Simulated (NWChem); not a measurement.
Everything below was run with NWChem. System: CNO, charge 0, spin multiplicity 2, at a geometry optimised with UB3LYP/def2-SVP. The structure started from a generated list of species. Its SCF solution wasn't tested for a lower state. Level: ULDA (SVWN5)/def2-TZVP.

Output (cleaned and shortened):

```
             Northwest Computational Chemistry Package (NWChem) 7.3.0
             --------------------------------------------------------

                                NWChem Input Module
                                -------------------

 Scaling coordinates for geometry "geometry" by  1.889725989
 (inverse scale =  0.529177249)

 Turning off AUTOSYM since
 SYMMETRY directive was detected!

                             Geometry "geometry" -> ""
                             -------------------------

 Output coordinates in angstroms (scale by  1.889725989 to convert to a.u.)

  No.       Tag          Charge          X              Y              Z
 ---- ---------------- ---------- -------------- -------------- --------------
    1 O                    8.0000     0.00000000     0.00000000     1.13950600
    2 C                    6.0000     0.00000000     0.00000000    -0.04087100
    3 N                    7.0000     0.00000000     0.00000000    -1.26726000

 Effective nuclear repulsion energy (a.u.)      51.9544075690

            Nuclear Dipole moment (a.u.)
            ----------------------------
        X                 Y               Z
 ---------------- ---------------- ----------------
     0.0000000000     0.0000000000     0.0000037795

      Symmetry information
      --------------------

 Group name             C2v
 Group number             16
 Group order               4
 No. of unique centers     3

      Symmetry unique atoms

     1    2    3


 Summary of "ao basis" -> "" (spherical)
 ------------------------------------------------------------------------------
       Tag                 Description            Shells   Functions and Types
 ---------------- ------------------------------  ------  ---------------------
 *                         def2-tzvp                  on all atoms

                                 NWChem DFT Module
                                 -----------------

 Summary of "ao basis" -> "ao basis" (spherical)
 ------------------------------------------------------------------------------
       Tag                 Description            Shells   Functions and Types
 ---------------- ------------------------------  ------  ---------------------
 O                         def2-tzvp                11       31   5s3p2d1f
 C                         def2-tzvp                11       31   5s3p2d1f
 N                         def2-tzvp                11       31   5s3p2d1f

 Summary of "ao basis" -> "ao basis" (spherical)
 ------------------------------------------------------------------------------
       Tag                 Description            Shells   Functions and Types
 ---------------- ------------------------------  ------  ---------------------
 O                         def2-tzvp                11       31   5s3p2d1f
 C                         def2-tzvp                11       31   5s3p2d1f
 N                         def2-tzvp                11       31   5s3p2d1f

      Symmetry analysis of basis
      --------------------------

        a1         42
        a2          9
        b1         21
        b2         21

            General Information
            -------------------
          SCF calculation type: DFT
          Wavefunction type:  spin polarized.
          No. of atoms     :     3
          No. of electrons :    21
           Alpha electrons :    11
            Beta electrons :    10
          Charge           :     0
          Spin multiplicity:     2
          Use of symmetry is: on ; symmetry adaption is: on
          Maximum number of iterations: 100
          AO basis - number of functions:    93
                     number of shells:    33
          Convergence on energy requested:  1.00D-06
          Convergence on density requested:  1.00D-05
          Convergence on gradient requested:  5.00D-04

              XC Information
              --------------
                        Slater Exchange Functional  1.000 local
                      VWN V Correlation Functional  1.000 local

             Grid Information
             ----------------
          Grid used for XC integration:  medium
          Radial quadrature: Mura-Knowles
          Angular quadrature: Lebedev.
[...]
    14      0.453454  1 O  pz                 4     -0.339908  1 O  s
    73     -0.264024  3 N  pz                11      0.219546  1 O  pz

                     DFT Final Beta Molecular Orbital Analysis
                     -----------------------------------------

 Vector    8  Occ=1.000000D+00  E=-4.502710D-01  Symmetry=b2
              MO Center= -3.4D-16,  1.1D-16,  4.4D-01, r^2= 1.2D+00
   Bfn.  Coefficient  Atom+Function         Bfn.  Coefficient  Atom+Function
  ----- ------------  ---------------      ----- ------------  ---------------
     7      0.341720  1 O  py                38      0.295783  2 C  py
    10      0.265400  1 O  py                41      0.234425  2 C  py
    13      0.140674  1 O  py                69      0.136637  3 N  py
    72      0.103568  3 N  py                44      0.068137  2 C  py
    75      0.045204  3 N  py

 Vector    9  Occ=1.000000D+00  E=-3.705955D-01  Symmetry=a1
              MO Center= -2.0D-16, -5.3D-16, -1.4D+00, r^2= 9.3D-01
   Bfn.  Coefficient  Atom+Function         Bfn.  Coefficient  Atom+Function
  ----- ------------  ---------------      ----- ------------  ---------------
    66      0.419710  3 N  s                 70     -0.345903  3 N  pz
    35     -0.266535  2 C  s                 67      0.238765  3 N  s
    65      0.202759  3 N  s                 73     -0.198451  3 N  pz
    39      0.187975  2 C  pz                76     -0.143181  3 N  pz
    64     -0.140413  3 N  s                 42      0.138433  2 C  pz

 Vector   10  Occ=1.000000D+00  E=-2.867773D-01  Symmetry=b2
              MO Center= -1.8D-16,  1.4D-15, -3.7D-01, r^2= 1.9D+00
   Bfn.  Coefficient  Atom+Function         Bfn.  Coefficient  Atom+Function
  ----- ------------  ---------------      ----- ------------  ---------------
    69      0.354902  3 N  py                 7     -0.302127  1 O  py
    72      0.281196  3 N  py                10     -0.243925  1 O  py
    75      0.205614  3 N  py                13     -0.191096  1 O  py
    38      0.134291  2 C  py                41      0.123135  2 C  py
    44      0.051279  2 C  py                52     -0.050796  2 C  d -1

 Vector   11  Occ=0.000000D+00  E=-2.849606D-01  Symmetry=b1
              MO Center=  1.5D-15, -1.1D-16, -3.6D-01, r^2= 1.9D+00
   Bfn.  Coefficient  Atom+Function         Bfn.  Coefficient  Atom+Function
  ----- ------------  ---------------      ----- ------------  ---------------
    68      0.348437  3 N  px                 6     -0.302426  1 O  px
    71      0.278729  3 N  px                 9     -0.246097  1 O  px
    74      0.204473  3 N  px                12     -0.193432  1 O  px
    37      0.139620  2 C  px                40      0.129964  2 C  px
    43      0.054090  2 C  px                54      0.051918  2 C  d  1

 Vector   12  Occ=0.000000D+00  E=-8.399912D-03  Symmetry=b1
              MO Center=  3.3D-14, -2.8D-16, -2.8D-01, r^2= 1.8D+00
   Bfn.  Coefficient  Atom+Function         Bfn.  Coefficient  Atom+Function
  ----- ------------  ---------------      ----- ------------  ---------------
    40      0.476074  2 C  px                43      0.467480  2 C  px
    74     -0.450790  3 N  px                37      0.405251  2 C  px
    12     -0.323100  1 O  px                68     -0.313995  3 N  px
    71     -0.269542  3 N  px                 6     -0.255741  1 O  px
     9     -0.220322  1 O  px

 Vector   13  Occ=0.000000D+00  E=-7.448000D-03  Symmetry=b2
              MO Center=  2.3D-27, -5.9D-16, -2.6D-01, r^2= 1.7D+00
   Bfn.  Coefficient  Atom+Function         Bfn.  Coefficient  Atom+Function
  ----- ------------  ---------------      ----- ------------  ---------------
    41      0.475034  2 C  py                44      0.471085  2 C  py
    75     -0.443461  3 N  py                38      0.409357  2 C  py
    13     -0.324176  1 O  py                69     -0.313157  3 N  py
    72     -0.266107  3 N  py                 7     -0.257184  1 O  py
    10     -0.218952  1 O  py

   alpha - beta orbital overlaps
   -----------------------------

   alpha      1      2      3      4      5      6      7      8      9     10
    beta      1      2      3      4      5      6      7      8      9     11
 overlap   1.000  1.000  1.000  1.000  1.000  1.000  0.999  1.000  1.000  0.998

   alpha     11     12     13     14     15     16     17     18     19     20
    beta     10     12     13     14     15     16     17     18     19     21
 overlap   1.000  0.997  0.999  1.000  1.000  0.999  1.000  0.999  1.000  0.999

   alpha     21     22     23     24     25     26     27     28     29     30
    beta     20     22     24     23     26     25     27     28     29     30
 overlap   1.000  1.000  0.999  1.000  0.997  1.000  0.997  0.999  0.998  1.000

   alpha     31     32     33     34     35     36     37     38     39     40
    beta     31     32     33     34     35     36     37     39     38     40
 overlap   1.000  1.000  0.999  0.999  1.000  1.000  0.999  0.995  1.000  1.000

   alpha     41     42     43     44     45     46     47     48     49     50
    beta     41     42     43     44     45     46     48     47     49     50
 overlap   1.000  0.995  0.999  1.000  1.000  1.000  0.999  1.000  1.000  1.000

   alpha     51     52     53     54     55     56     57     58     59     60
    beta     51     52     53     55     54     56     57     58     59     60
 overlap   1.000  1.000  1.000  0.999  1.000  1.000  1.000  1.000  1.000  1.000

   alpha     61     62     63     64     65     66     67     68     69     70
    beta     61     62     63     64     65     66     67     68     69     72
 overlap   1.000  1.000  1.000  1.000  1.000  1.000  0.910  0.998  0.907  0.761

   alpha     71     72     73     74     75     76     77     78     79     80
    beta     71     70     74     73     76     75     77     78     79     80
 overlap   0.998  0.765  1.000  1.000  1.000  1.000  1.000  1.000  0.999  1.000

   alpha     81     82     83     84     85     86     87     88     89     90
    beta     81     82     83     84     85     86     87     88     89     90
 overlap   0.995  0.996  1.000  1.000  1.000  1.000  1.000  1.000  1.000  1.000

   alpha     91     92     93
    beta     91     92     93
 overlap   1.000  1.000  1.000

     --------------------------
     Expectation value of S2:
     --------------------------
      <S2> =      0.7537 (Exact =     0.7500)

 center of mass
 --------------
 x =   0.00000000 y =   0.00000000 z =  -0.00043585

 moments of inertia (a.u.)
 ------------------
         154.545727105782           0.000000000000           0.000000000000
           0.000000000000         154.545727105782           0.000000000000
           0.000000000000           0.000000000000           0.000000000000

     Multipole analysis of the density
     ---------------------------------

     L   x y z        total         alpha         beta         nuclear
     -   - - -        -----         -----         ----         -------
     0   0 0 0     -0.000000    -11.000000    -10.000000     21.000000

     1   1 0 0     -0.000000     -0.000000     -0.000000      0.000000
     1   0 1 0     -0.000000     -0.000000     -0.000000      0.000000
     1   0 0 1      0.314983      0.583717     -0.268738      0.000004

     2   2 0 0    -10.972193     -6.175476     -4.796718      0.000000
     2   1 1 0     -0.000000     -0.000000     -0.000000      0.000000
     2   1 0 1     -0.000000     -0.000000     -0.000000      0.000000
     2   0 2 0    -11.955521     -6.155065     -5.800456      0.000000
     2   0 1 1      0.000000      0.000000     -0.000000      0.000000
     2   0 0 2    -14.918824    -48.816373    -43.378317     77.275865

 Task  times  cpu:        1.4s     wall:        1.4s

 Total times  cpu:        1.4s     wall:        1.4s
```

Question: Write an NWChem input that would produce this output.

Answer: One answer among several that fit: 
```
start mol
memory heap 200 mb stack 900 mb global 1100 mb
geometry units angstroms nocenter noautoz
  O      0.000000     0.000000     1.139506
  C      0.000000     0.000000    -0.040871
  N      0.000000     0.000000    -1.267260
  symmetry group C2v
end
basis spherical
  * library def2-tzvp
end
dft
  xc slater vwn_5
  odft
  mult 2
  semidirect memsize 60000000 filesize 0
  iterations 100
end
task dft energy
```
